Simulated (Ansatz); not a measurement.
Calculated with Ansatz (gas phase, PBE0-D4/def2-TZVP geometries, no zero-point term in ΔE). CCSD(T)/CBS is the MP2 limit (def2-TZVPP, def2-QZVPP) plus CCSD(T) − MP2 in def2-TZVPP, frozen cores. Functionals use def2-TZVPP. B3LYP here is the variant with VWN-RPA as its local correlation; programs differ in this. One conformer a species, not always the lowest.

`C[SiH2]B(C)C` + `O[SiH](O)[SiH2]Cl` → `C[SiH2][SiH](O)O` + `CB(C)[SiH2]Cl`  (redistribution)

`C[SiH2]B(C)C`:

Z-matrix (Å, degrees):
```
C
Si 1 1.880
H 1 1.093 2 110.7
H 1 1.092 2 111.5 3 120.2
H 1 1.093 2 110.8 3 -119.6
B 2 2.030 1 115.1 3 58.1
H 2 1.498 1 109.0 3 -62.7
H 2 1.496 1 109.3 3 -177.7
C 6 1.562 2 120.9 1 -13.7
C 6 1.562 2 118.9 1 167.3
H 9 1.094 6 114.6 2 161.9
H 9 1.103 6 104.8 2 -82.0
H 9 1.093 6 115.1 2 33.3
H 10 1.094 6 114.1 2 153.6
H 10 1.092 6 115.8 2 24.7
H 10 1.103 6 104.4 2 -91.2
```

`O[SiH](O)[SiH2]Cl`:

Cartesian coordinates in Å:
```
O -1.023 -1.230 -1.258
Si -0.736 -0.239 0.013
O -1.454 1.210 -0.289
Si 1.592 -0.013 0.160
Cl 1.897 1.379 1.669
H -1.933 -1.397 -1.509
H -1.288 -0.789 1.287
H -1.564 1.816 0.445
H 2.294 -1.259 0.559
H 2.215 0.524 -1.076
```

`C[SiH2][SiH](O)O`:

```xyz
13

C     0.633   -0.428   -2.052
Si   -0.677    0.317   -0.933
Si    0.003    0.266    1.303
O     0.515   -1.280    1.561
O    -1.276    0.690    2.254
H     0.840   -1.458   -1.755
H     0.303   -0.427   -3.094
H     1.566    0.137   -1.990
H    -1.959   -0.432   -1.062
H    -0.943    1.734   -1.316
H     1.126    1.199    1.637
H     0.961   -1.484    2.384
H    -1.092    1.165    3.065
```

`CB(C)[SiH2]Cl`:

```xyz
13

C    -0.428   -1.092    1.163
B    -0.073   -0.194   -0.056
C    -0.254   -0.693   -1.523
Si    0.634    1.684    0.217
Cl    1.029    2.105    2.208
H    -1.425   -0.750    1.488
H    -0.522   -2.157    0.932
H     0.215   -0.948    2.034
H    -0.377    0.079   -2.286
H     0.691   -1.209   -1.760
H    -1.040   -1.446   -1.633
H     1.899    1.918   -0.533
H    -0.349    2.701   -0.251
```

Q: Is it downhill or uphill in electronic energy at CCSD(T)/CBS, and by how much? (An estimate is asked.)

A: Computed: Downhill: ΔE = -7.8 kJ/mol.

Q: What do these levels give: PBE0-D4, B3LYP, HF/def2-TZVPP, SCS-MP2/def2-TZVPP, HF/def2-QZVPP, MP2/CBS(def2)? (Best estimate.)

A: Computed: PBE0-D4 -8.5, B3LYP -8.4, HF/def2-TZVPP -5.9, SCS-MP2/def2-TZVPP -8.0, HF/def2-QZVPP -5.5, MP2/CBS(def2) -8.3 kJ/mol.

Largest T1 diagnostic among the species: 0.012.
